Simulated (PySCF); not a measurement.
BiFBr2, SMILES [Br][Bi]([F])[Br]. Heavy atoms are numbered as in [Bi:1]([F:2])([Br:3])[Br:4].

Geometry: B3LYP-D3(BJ)/def2-SVP. The structure was generated by enumeration; whether it is a known compound was not checked. The def2 effective core potentials stand for the cores of Bi; spin–orbit coupling is left out.

Computed with HF/def2-TZVP (PySCF).

ESP charges are fitted to the potential on shells at 1.4 to 2.0 van der Waals radii. Atomic charges (e), one atom of each kind:

| atom | Löwdin | Mulliken | ESP fit |
|---|---|---|---|
| Bi1 | 0.72 | 1.34 | 0.86 |
| F2 | -0.43 | -0.58 | -0.39 |
| Br3 | -0.15 | -0.38 | -0.24 |
